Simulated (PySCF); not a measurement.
Molecule: P₂H₅ (charge +1, singlet). It need not be the lowest isomer of its formula. 
Coordinates optimised at B3LYP-D3(BJ)/def2-TZVP (Ansatz):
```xyz
7

P      1.0537    -0.0456     0.5334
P     -0.9516     0.0721    -0.3813
H      1.6206     0.6030    -0.5947
H      1.2315    -1.3516     0.0068
H     -1.8593    -0.7148     0.3375
H     -1.4421     1.3812    -0.3076
H     -1.0824    -0.3147    -1.7226
```
Charge +1, spin multiplicity 1.

Dispersion corrections to the total energy (kcal/mol) from the dftd3 and dftd4 libraries through PySCF: D3(BJ) without and D4 with the three-body term, each with the damping fitted for the functional named.

| functional | D3(BJ) | D4 |
|---|---|---|
| B3LYP | -5.95 | -3.74 |
| B2GP-PLYP | -2.71 | … |
| PBE0 | -2.84 | -1.90 |
| LC-wPBE | -3.15 | … |
| TPSSh | -3.81 | -2.76 |
| HSE06 | -2.19 | … |
| PBE | -3.25 | -2.28 |

Task: Some entries are withheld; supply them.

Result: 
- B2GP-PLYP, D4: -0.94
- LC-wPBE, D4: -2.57
- HSE06, D4: -1.77
